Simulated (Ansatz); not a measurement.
C4H10In, charge +1, singlet, geometry from GFN2-xTB (such geometries of metal compounds can be far from the true shape) (all electrons, no relativity); WB97X/STO-3G run with Ansatz (an electronic-structure program).

Here is a job for Ansatz.
Ansatz 0.2 input:
```yaml
crystal:
  periodic: [false, false, false]
  atoms:
    - {symbol: In, position_ang: [-0.00325323, -0.00118182, -0.00075075]}
    - {symbol: C, position_ang: [-0.26388659, -0.73201592, 2.27317528]}
    - {symbol: C, position_ang: [0.22828659, -2.14031481, 2.44634191]}
    - {symbol: H, position_ang: [-1.33630667, -0.61904132, 2.43933074]}
    - {symbol: H, position_ang: [0.31543215, 0.00627723, 2.82972437]}
    - {symbol: H, position_ang: [1.29309220, -2.23290490, 2.22233056]}
    - {symbol: H, position_ang: [-0.33590699, -2.84966766, 1.83718266]}
    - {symbol: H, position_ang: [0.09057852, -2.42950229, 3.49201022]}
    - {symbol: C, position_ang: [0.25506796, 0.72881234, -2.27521036]}
    - {symbol: C, position_ang: [-0.20245158, 2.14970000, -2.44037993]}
    - {symbol: H, position_ang: [-0.34820496, 0.00710143, -2.82806737]}
    - {symbol: H, position_ang: [1.32262360, 0.58878643, -2.45170842]}
    - {symbol: H, position_ang: [0.38555276, 2.84271358, -1.83494779]}
    - {symbol: H, position_ang: [-1.26235605, 2.26905968, -2.20601560]}
    - {symbol: H, position_ang: [-0.06719440, 2.43799713, -3.48661384]}
basis:
  gaussian:
    orbitals: STO-3G
hamiltonian:
  xc: {name: wB97X}
total_charge: 1
accuracy: high
```

What does Ansatz print? Leave out banner, timings and long lists.


```
Functional definition: wB97X
1135 factors; integrals over basis functions are off by at most 1.3e-8 eV
346 factors; integrals over basis functions are off by at most 1.8e-9 eV
mean field evaluation 1: about -158950.2568 eV, gradient 1.6e1 eV
mean field evaluation 2: about -158951.2372 eV, gradient 7.8e0 eV
mean field evaluation 4: about -158951.4471 eV, gradient 2.8e-1 eV
mean field evaluation 8: about -158951.3226 eV, gradient 1.4e-3 eV
mean field evaluation 16: about -158951.3226 eV, gradient 1.6e-7 eV
mean field -158951.32255515 eV, -5841.3533628255 hartree, gradient 3.4e-8 eV, S^2 0.000000; 0 other end points of the search recorded, 0 dependent functions left out
reference -158951.32255234 eV, -5841.3533627222 hartree; 41, 41 occupied and 16, 16 virtual orbitals, 1135 factors
Total energy: -158951.32255234 eV, -5841.3533627222 hartree
```
